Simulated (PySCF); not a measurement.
Molecule: SMILES C=C(CF)[SiH2]N, C$_{3}$H$_{8}$FNSi.

Molfile (atoms numbered from 1):
```
C3H8FNSi
     RDKit          3D

 14 13  0  0  0  0  0  0  0  0999 V2000
   -1.5789    0.7727   -1.0782 C   0  0  0  0  0  0  0  0  0  0  0  0
   -1.0122   -0.0622   -0.1984 C   0  0  0  0  0  0  0  0  0  0  0  0
   -1.7624   -1.2482    0.3265 C   0  0  0  0  0  0  0  0  0  0  0  0
   -3.0351   -1.3282   -0.1732 F   0  0  0  0  0  0  0  0  0  0  0  0
    0.7493    0.2314    0.3943 Si  0  0  0  0  0  4  0  0  0  0  0  0
    1.8425   -0.3554   -0.8137 N   0  0  0  0  0  0  0  0  0  0  0  0
   -2.5997    0.6067   -1.4373 H   0  0  0  0  0  0  0  0  0  0  0  0
   -1.0461    1.6462   -1.4661 H   0  0  0  0  0  0  0  0  0  0  0  0
   -1.8216   -1.2040    1.4297 H   0  0  0  0  0  0  0  0  0  0  0  0
   -1.2311   -2.1850    0.0706 H   0  0  0  0  0  0  0  0  0  0  0  0
    0.8702   -0.4204    1.7460 H   0  0  0  0  0  0  0  0  0  0  0  0
    1.0010    1.6915    0.5802 H   0  0  0  0  0  0  0  0  0  0  0  0
    1.6277   -1.2226   -1.2932 H   0  0  0  0  0  0  0  0  0  0  0  0
    2.8435   -0.2558   -0.6853 H   0  0  0  0  0  0  0  0  0  0  0  0
  1  2  2  0
  2  3  1  0
  3  4  1  0
  2  5  1  0
  5  6  1  0
  1  7  1  0
  1  8  1  0
  3  9  1  0
  3 10  1  0
  5 11  1  0
  5 12  1  0
  6 13  1  0
  6 14  1  0
M  END
```

Geometry PBE0-D3(BJ)/def2-SVP throughout; GIAO in PySCF, gas phase, one conformer, non-relativistic; equivalent atoms averaged; basis pcSseg-1.

For orientation, wB97X-D gives these absolute shieldings σ: C2 35.1, C1 46.4, C3 98.7, F4 427.0, Si5 392.0, H7 24.73, H8 25.18, H11/H12 26.63, H13/H14 31.49 ppm.

A run gave: C2 38.0, C1 50.1, C3 98.3, F4 420.1, Si5 397.3, H7 24.78, H8 25.24, H11/H12 26.63, H13/H14 31.54 ppm (absolute shieldings σ).

Task: Which functional was used in that run?
A. LC-wPBE
B. CAM-B3LYP
C. BHandHLYP
D. B97-2

Result: D. C1 tells them apart best: B97-2 gives 50.1, BHandHLYP gives 45.3, CAM-B3LYP gives 43.5, LC-wPBE gives 45.7 ppm.
